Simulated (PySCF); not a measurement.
## Bonding in `C=N[SiH2]C[SiH2]C[SiH3]`

Species: C₃H₁₃NSi₃.
Atom-mapped SMILES: `[CH2:1]=[N:2][SiH2:3][CH2:4][SiH2:5][CH2:6][SiH3:7]` (hydrogens: H8, H9 on C1; H10, H11 on Si3; H12, H13 on C4; H14, H15 on Si5; H16, H17 on C6; H18, H19, H20 on Si7)

Structure used (GFN2-xTB), in Å, numbered top down from 1:
```xyz
20
C3H13NSi3 angstrom
C     -2.5410    1.6550   -0.3145
N     -1.9355    0.6752    0.1605
Si    -2.2032   -1.0301    0.1251
C     -0.6692   -1.8082   -0.6742
Si     1.0140   -1.2424    0.0084
C      1.3545    0.5510   -0.5097
Si     2.8796    1.3515    0.2763
H     -2.1579    2.6581   -0.1351
H     -3.4550    1.5988   -0.9142
H     -2.3131   -1.3548    1.5474
H     -3.4111   -1.4753   -0.5943
H     -0.6943   -1.6328   -1.7498
H     -0.7537   -2.8862   -0.5445
H      2.0601   -2.1169   -0.5532
H      1.0314   -1.3880    1.4686
H      1.4547    0.5914   -1.5955
H      0.4766    1.1477   -0.2631
H      3.0823    2.6935   -0.2861
H      4.0761    0.5514    0.0013
H      2.6994    1.4718    1.7241
```

Bond orders from the PBE0/pcSseg-1 density (PySCF). Isolated species at its GFN2-xTB geometry (one conformer only).

**Question.** Where do the orders between heavy atoms depart from those drawn in the SMILES?

**Answer.** The largest departure is 0.094, at C4–Si5 (drawn single, 0.906).

**Question.** Set the Mayer orders of the bonds between heavy atoms beside their lengths.

**Answer.** 
```tsv
bond	drawn as	length (Å)	Mayer order
C1–N2	double	1.246	1.963
N2–Si3	single	1.727	0.927
Si3–C4	single	1.897	0.923
C4–Si5	single	1.902	0.906
Si5–C6	single	1.898	0.912
C6–Si7	single	1.893	0.939
```

By pair of heavy elements: C–Si: lowest C4–Si5 (0.906, 1.902 Å), highest C6–Si7 (0.939, 1.893 Å).

**Question.** And the bonds to hydrogen?

**Answer.** C–H: 0.91 to 0.94 (6 bonds); H–Si: 0.90 to 0.95 (7 bonds).

**Question.** Sum the orders of all bonds at each heavy atom with more than one neighbour and set the sums beside the valence in the SMILES.

**Answer.** C1 3.827 (drawn 4), N2 2.890 (drawn 3), Si3 3.695 (drawn 4), C4 3.698 (drawn 4), Si5 3.724 (drawn 4), C6 3.698 (drawn 4), Si7 3.776 (drawn 4). Orders between atoms that aren't bonded are not in these sums.

The Mayer order sums products of elements of PS (density times overlap matrix) between the two atoms' basis functions, so it depends on the basis set.
